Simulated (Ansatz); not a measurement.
`BNC(C)F` + `C1[SiH2]S1` → `BC1[SiH2]S1` + `CC(N)F` at 500 K and 1 bar (formal exchange of groups at a B–N bond).

Calculated with Ansatz (gas phase, PBE0-D4/def2-TZVP geometries, no zero-point term in ΔE). CBS: MP2 limit from def2 TZ/QZ plus the TZ coupled-cluster correction, frozen cores. Each species was taken in one conformer, which may not be the lowest.

```
      species  CCSD(T)/CBS energy (Eh)  H − E (kJ/mol)  S (J/(mol·K))
    `BNC(C)F`               -259.64176           299.1          377.3
 `C1[SiH2]S1`               -727.30403           147.4          318.9
`BC1[SiH2]S1`               -752.69150           186.5          365.1
     `CC(N)F`               -234.21706           259.5          336.9
```

H − E and S are ideal-gas, rigid-rotor, harmonic terms from PBE0-D4/def2-TZVP, for one conformer and one mirror image of each species. 1 Eh = 2625.50 kJ/mol, R = 8.31446 J/(mol·K).

Question: By hand: ΔE, ΔH, ΔS and ΔG.

Answer: ΔE = (-752.69150) + (-234.21706) − (-259.64176) − (-727.30403) = 0.03723 Eh = 97.7 kJ/mol. Δ(H − E) = 186.5 + 259.5 − 299.1 − 147.4 = -0.5, so ΔH = 97.2 kJ/mol. ΔS = 365.1 + 336.9 − 377.3 − 318.9 = 5.8 J/(mol·K). ΔG = 97.2 − 500 × (5.8)/1000 = 94.3 kJ/mol.

Question: By hand: the equilibrium constant, and the temperature at which ΔG would vanish if ΔH and ΔS stayed fixed.

Answer: log₁₀ K = −ΔG/(RT ln 10) = -9.9. ΔG = 0 at ΔH/ΔS = 16759 K, far beyond where these terms or the molecules hold.

The number of gas molecules stays the same, so ΔS is small and ΔH decides. A doubt of 5 kJ/mol in ΔE shifts log₁₀ K by 0.5 here. Other conformers and mirror images would add mixing entropy, several J/(mol·K) or more a flexible species. These are equilibria of isolated gas molecules and say nothing of rates. Largest T1 diagnostic: 0.013 (customary marks: 0.02 for closed shells, 0.045 for open ones).
